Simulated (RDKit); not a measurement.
Input file for RDKit: MMFF94 on CH8OSi (a complex), monomers drawn apart or pushed together.

```python
from rdkit import Chem
from rdkit.Chem import AllChem, rdDetermineBonds

blocks = [
'''5

Si    0.07789432    0.11017573    0.28409625
H    -1.12810851   -0.52551702    0.86186070
H     0.30971708    1.43223084    0.90175857
H    -0.16681850    0.30886611   -1.16749327
H     1.25435851   -0.76945553    0.44246395
''',
'''6

C    -0.47215209    0.52358253    3.62480718
O     0.49938235   -0.28334077    2.96971960
H    -1.47099876    0.38976342    3.19673722
H    -0.16986763    1.55891461    3.47772205
H    -0.51200304    0.32087655    4.69964448
H     0.26179727   -1.20924702    3.08258186
''',
]
mol = None
for b in blocks:
    f = Chem.MolFromXYZBlock(b)
    rdDetermineBonds.DetermineBonds(f, charge=0)
    mol = f if mol is None else Chem.CombineMols(mol, f)
Chem.SanitizeMol(mol)
print(Chem.MolToSmiles(Chem.RemoveHs(mol)))
ff = AllChem.MMFFGetMoleculeForceField(mol, AllChem.MMFFGetMoleculeProperties(mol), nonBondedThresh=100.0, ignoreInterfragInteractions=False)
e = ff.CalcEnergy()
print(f'MMFF94 energy {e:.6f} kcal/mol')
```

The log:

```
CO.[SiH4]
MMFF94 energy 11.080505 kcal/mol
```

The run finished.

Cost: very roughly 0.020 core-seconds.
